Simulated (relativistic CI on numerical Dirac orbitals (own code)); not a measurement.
Pt⁵⁺ (5d5) in a crystal field

Calculated by Dirac-Coulomb-Breit CI, orbitals from a KLI potential per configuration, QED by a radiative potential, valence Slater integrals scaled by 0.85, one configuration in a parametric crystal field (own radial code).

Field parameters in Wybourne normalisation: Oh B⁴₀ = 21Dq, B⁴₄ = √(5/14) B⁴₀. The field is a parameter set, without covalency.

S is read from ⟨S²⟩ = S(S + 1).

Powder χT (cm³ K mol⁻¹) by Van Vleck's formula, with temperature-independent terms:

```tsv
Field	2 K	5 K	10 K	20 K	50 K	100 K	200 K	300 K
Oh, 10Dq = 10000 cm⁻¹	0.894	0.915	0.95	1.02	1.23	1.58	2.26	2.79
Oh, 10Dq = 18000 cm⁻¹	0.607	0.609	0.612	0.619	0.641	0.676	0.747	0.818
Oh, 10Dq = 25950 cm⁻¹	0.484	0.485	0.486	0.489	0.495	0.507	0.529	0.552
Oh, 10Dq = 33950 cm⁻¹	0.462	0.463	0.464	0.466	0.471	0.48	0.498	0.516
Oh, 10Dq = 41950 cm⁻¹	0.452	0.452	0.453	0.455	0.46	0.468	0.485	0.501
```

Problem. For Oh, 10Dq = 25950 cm⁻¹: what effective moment follows at 300 K?

Solution. μ_eff = √(8χT) = 2.10 μB. The ground level has S = 0.90; the spin-only moment for S = 1/2 is 1.73 μB. The difference comes from the orbital moment, spin-orbit mixing of terms and temperature-independent paramagnetism, all larger in this ionic model than in covalent complexes.
